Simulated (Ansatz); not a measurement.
Geometry optimisation of C2H7AlSn (`[AlH2]/[CH]=[CH]/[SnH3]`).

```yaml
crystal:
  periodic: [false, false, false]
  atoms:
    - {symbol: Al, position_ang: [-1.130427, 2.184168, 1.098028]}
    - {symbol: C, position_ang: [-0.810211, 0.454117, 0.233967]}
    - {symbol: C, position_ang: [0.462107, 0.030762, 0.016776]}
    - {symbol: Sn, position_ang: [0.984851, -1.856017, -0.924627]}
    - {symbol: H, position_ang: [0.162485, 3.033693, 1.516291]}
    - {symbol: H, position_ang: [-2.613446, 2.724708, 1.374640]}
    - {symbol: H, position_ang: [-1.644509, -0.202345, -0.088444]}
    - {symbol: H, position_ang: [1.310055, 0.673130, 0.331901]}
    - {symbol: H, position_ang: [0.317098, -1.909982, -2.518883]}
    - {symbol: H, position_ang: [2.703231, -2.026305, -1.014384]}
    - {symbol: H, position_ang: [0.324166, -3.162829, -0.004663]}
basis:
  gaussian: {orbitals: def2-TZVP}
hamiltonian: {xc: pbe0, dispersion: d4}
relax: {f_tol: 0.005, max_steps: 150}
```

```sh
$ ansatz run in.yaml --threads 4 --pin off --events-out ev --progress --plain --max-ram 10444MiB
```

It prints (some lines left out):

```
Functional definition: PBE0
mean field -14609.63144730 eV, -536.8940529243 hartree, gradient 1.9e-5 eV, S^2 0.000000; 0 other end points of the search recorded, 0 dependent functions left out
relax step   1: F+E_penalty+E_count = -14609.83237485 eV  Δ(F+E_penalty+E_count) = +0.000e0 eV  max|allowed force component| = 5.029e-1 eV/Å  Δτ_max = 0.0000 Å  (30 SCF iters, accepted)
mean field -14609.66510463 eV, -536.8952898085 hartree, gradient 9.6e-6 eV, S^2 0.000000; 0 other end points of the search recorded, 0 dependent functions left out
relax step   2: F+E_penalty+E_count = -14609.86868111 eV  Δ(F+E_penalty+E_count) = -3.631e-2 eV  max|allowed force component| = 2.271e-1 eV/Å  Δτ_max = 0.0671 Å  (32 SCF iters, accepted)
mean field -14609.67170380 eV, -536.8955323236 hartree, gradient 9.1e-6 eV, S^2 0.000000; 0 other end points of the search recorded, 0 dependent functions left out
relax step   3: F+E_penalty+E_count = -14609.87493846 eV  Δ(F+E_penalty+E_count) = -6.257e-3 eV  max|allowed force component| = 5.673e-2 eV/Å  Δτ_max = 0.0235 Å  (33 SCF iters, accepted)
mean field -14609.67179291 eV, -536.8955355981 hartree, gradient 9.2e-6 eV, S^2 0.000000; 0 other end points of the search recorded, 0 dependent functions left out
relax step   4: F+E_penalty+E_count = -14609.87509335 eV  Δ(F+E_penalty+E_count) = -1.549e-4 eV  max|allowed force component| = 2.118e-2 eV/Å  Δτ_max = 0.0069 Å  (34 SCF iters, accepted)
mean field -14609.67204249 eV, -536.8955447702 hartree, gradient 9.2e-6 eV, S^2 0.000000; 0 other end points of the search recorded, 0 dependent functions left out
relax step   5: F+E_penalty+E_count = -14609.87543078 eV  Δ(F+E_penalty+E_count) = -3.374e-4 eV  max|allowed force component| = 1.713e-2 eV/Å  Δτ_max = 0.0216 Å  (33 SCF iters, accepted)
mean field -14609.67206870 eV, -536.8955457334 hartree, gradient 9.2e-6 eV, S^2 0.000000; 0 other end points of the search recorded, 0 dependent functions left out
relax step   6: F+E_penalty+E_count = -14609.87547591 eV  Δ(F+E_penalty+E_count) = -4.512e-5 eV  max|allowed force component| = 1.551e-2 eV/Å  Δτ_max = 0.0087 Å  (33 SCF iters, accepted)
mean field -14609.67209807 eV, -536.8955468128 hartree, gradient 9.2e-6 eV, S^2 0.000000; 0 other end points of the search recorded, 0 dependent functions left out
relax step   7: F+E_penalty+E_count = -14609.87551458 eV  Δ(F+E_penalty+E_count) = -3.868e-5 eV  max|allowed force component| = 1.095e-2 eV/Å  Δτ_max = 0.0063 Å  (35 SCF iters, accepted)
mean field -14609.67207623 eV, -536.8955460099 hartree, gradient 9.2e-6 eV, S^2 0.000000; 0 other end points of the search recorded, 0 dependent functions left out
relax step   8: F+E_penalty+E_count = -14609.87551211 eV  Δ(F+E_penalty+E_count) = +2.475e-6 eV  max|allowed force component| = 1.053e-2 eV/Å  Δτ_max = 0.0040 Å  (34 SCF iters, rejected (line search))
mean field -14609.67210513 eV, -536.8955470720 hartree, gradient 9.3e-6 eV, S^2 0.000000; 0 other end points of the search recorded, 0 dependent functions left out
relax step   9: F+E_penalty+E_count = -14609.87552666 eV  Δ(F+E_penalty+E_count) = -1.208e-5 eV  max|allowed force component| = 2.270e-3 eV/Å  Δτ_max = 0.0020 Å  (34 SCF iters, accepted)
mean field -14609.67210513 eV, -536.8955470720 hartree, gradient 5.2e-5 eV, S^2 0.000000; 1 other end points of the search recorded, 0 dependent functions left out
Total energy: -14609.87557454 eV, -536.9030244350 hartree
Atom 0 at    -1.113219     2.152965     1.082870 Å, force     0.000476     0.000131     0.000802 eV/Å
Atom 1 at    -0.823151     0.433005     0.225686 Å, force    -0.000656     0.002270     0.000514 eV/Å
Atom 2 at     0.436799     0.027769     0.014041 Å, force     0.001026     0.000327     0.000447 eV/Å
Atom 3 at     0.976479    -1.826608    -0.910606 Å, force    -0.000221    -0.000873    -0.000407 eV/Å
Atom 4 at     0.194721     2.963311     1.476313 Å, force     0.000348    -0.000497    -0.000777 eV/Å
Atom 5 at    -2.564535     2.725673     1.378790 Å, force    -0.000308    -0.000585    -0.000549 eV/Å
Atom 6 at    -1.637040    -0.221329    -0.092672 Å, force     0.000218    -0.001084     0.000164 eV/Å
Atom 7 at     1.258872     0.673723     0.328147 Å, force    -0.000597    -0.000002    -0.000115 eV/Å
Atom 8 at     0.331476    -1.886458    -2.490998 Å, force     0.000221     0.000121    -0.000207 eV/Å
Atom 9 at     2.676489    -1.975335    -0.983181 Å, force    -0.000364     0.000467     0.000411 eV/Å
Atom 10 at     0.328510    -3.123616    -0.007788 Å, force    -0.000140    -0.000276    -0.000282 eV/Å
Dipole moment:    -0.002442    -0.035196    -0.017775 e Å
```

Run time 37 s (4 threads of an Arm Neoverse V1 on a shared host); peak host memory 0.51 GiB.
